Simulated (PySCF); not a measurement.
## Electronic absorption of C4H6BF5

Species: C4H6BF5.
Numbering: `[F:1][B:2]([F:3])[CH2:4][CH2:5][CH2:6][C:7]([F:8])([F:9])[F:10]` (hydrogens: H11, H12 on C4; H13, H14 on C5; H15, H16 on C6)

Computed with PySCF 2.14.0, density-fitted response routines, TDDFT wB97X-D/def2-SVPD, vertical, gas phase, core orbitals frozen in the response. One conformer (not necessarily the lowest) at the PBE0-D3(BJ)/def2-SVP geometry, without solvent, vibrations or thermal averaging. Torsions of this conformer, `[F:1][B:2]([F:3])[CH2:4][CH2:5][CH2:6][C:7]([F:8])([F:9])[F:10]`: F1–B2–C4–C5 -167°, B2–C4–C5–C6 67°, C4–C5–C6–C7 176°, C5–C6–C7–F8 59°.

Question: What does the calculation give for the low-lying excited states?

Answer: 

```csv
state,E (eV),E (kJ/mol),λ (nm),f,"main configurations (H = HOMO, L = LUMO)"
S1,8.41,811,147.4,0.014,"H→L+1 (72%), H→L (16%)"
S2,9.17,885,135.2,0.019,"H→L (72%), H→L+1 (13%)"
S3,9.49,916,130.6,0.017,"H-1→L+1 (42%), H-1→L (21%), H-2→L+1 (20%)"
S4,9.76,942,127.0,0.031,"H-2→L+1 (38%), H-1→L+1 (19%), H-1→L (13%)"
S5,9.92,957,125.0,0.013,"H-1→L (46%), H-1→L+1 (29%)"
S6,10.16,981,122.0,0.079,"H→L+2 (44%), H→L+3 (17%), H-3→L (8%)"
S7,10.25,989,121.0,0.024,"H-2→L (46%), H→L+3 (13%), H-2→L+2 (9%)"
S8,10.28,992,120.6,0.0055,"H-3→L+1 (20%), H-6→L+1 (17%), H→L+3 (12%)"
S9,10.35,998,119.8,0.024,"H→L+3 (30%), H-3→L (11%), H→L+2 (9%)"
S10,10.46,1010,118.5,0.016,"H→L+4 (20%), H-3→L (17%), H-3→L+1 (16%)"
```

Triplets, Tamm–Dancoff:

```csv
state,E (eV),λ (nm),"main configurations (H = HOMO, L = LUMO)"
T1,7.64,162.4,"H→L+1 (69%), H→L (12%), H-3→L+1 (9%)"
T2,9.01,137.7,"H→L (66%), H→L+1 (12%)"
T3,9.15,135.5,"H-1→L+1 (65%), H-1→L (17%)"
T4,9.49,130.6,"H-2→L+1 (55%), H-2→L (19%), H-4→L+1 (12%)"
```

The lowest singlet comes at 147 nm (811 kJ/mol) in the vacuum ultraviolet; it is weak; its leading configuration is HOMO→LUMO+1 (72%). The most intense listed level is S6 at 10.16 eV (122 nm, f = 0.079), 1.76 eV above S1. Löwdin shares by element: HOMO carbon 43% or more, boron 12%, hydrogen 12% or more (atoms not listed hold the other 32%); LUMO boron 52%, carbon 9% or more, hydrogen 7% or more, fluorine 6% or more (atoms not listed hold the other 26%). The oscillator strengths of these states sum to 0.244; summed over the whole spectrum of an exact calculation they would give the number of electrons, 80 (Thomas–Reiche–Kuhn). Of the 10 states listed, 9 reach f = 0.01 and none stays under 0.0005. Orbital energies (eV): HOMO-3 -13.17, HOMO-2 -12.39, HOMO-1 -12.31, HOMO -11.65, LUMO 1.68, LUMO+1 1.91, LUMO+2 2.60. All these states lie below the vertical ionisation energy of 12.05 eV (ΔSCF). Singlets were solved by full linear response, triplets in the Tamm–Dancoff approximation.
